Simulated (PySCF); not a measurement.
A GIAO shielding run with PySCF (density fitting, non-relativistic, gas phase) on `F[SiH2]C[Si@H](P)/C=C/[SiH3]`, C$_{3}$H$_{12}$FPSi$_{3}$:

```
$ OMP_NUM_THREADS=1 python probes_run.py task.json out

{"job": {"kind": "nmr", "xc": "PBE0", "basis": "pcSseg-1"}, "charge": 0, "multiplicity": 1}
F     -3.327645    -2.341446    -1.718508
Si    -2.236517    -1.900418    -0.613815
C     -2.086830    -0.019236    -0.670989
Si    -0.897221     0.720793     0.621545
P     -0.480983     2.849563     0.024745
C      0.762334    -0.173095     0.571485
C      1.891473     0.376960     0.133414
Si     3.562583    -0.481100     0.007270
H     -1.015570    -2.577448    -1.022300
H     -2.787374    -2.380456     0.644454
H     -3.073815     0.424960    -0.538626
H     -1.752772     0.282749    -1.665069
H     -1.491647     0.574647     1.965380
H     -1.729258     3.322874     0.386293
H      0.070896     3.205914     1.242570
H      0.777892    -1.204368     0.902621
H      1.846335     1.414881    -0.191402
H      4.548696     0.278542     0.779873
H      3.967970    -0.522904    -1.399822
H      3.446308    -1.840734     0.537844
```

Hardware: 1 thread of an Arm Neoverse N1, shared host. The job also computes population analyses, field gradients.

(1) How large is the calculation?

(2) How long does it take, and how much memory does it need?

Answers

(1) 96 electrons, 224 basis functions and 1258 auxiliary functions.

(2) 110 s of wall time, with 13 SCF cycles and 5 response iterations; peak memory 1.1 GiB. Times on a shared host scatter by some tens of per cent.
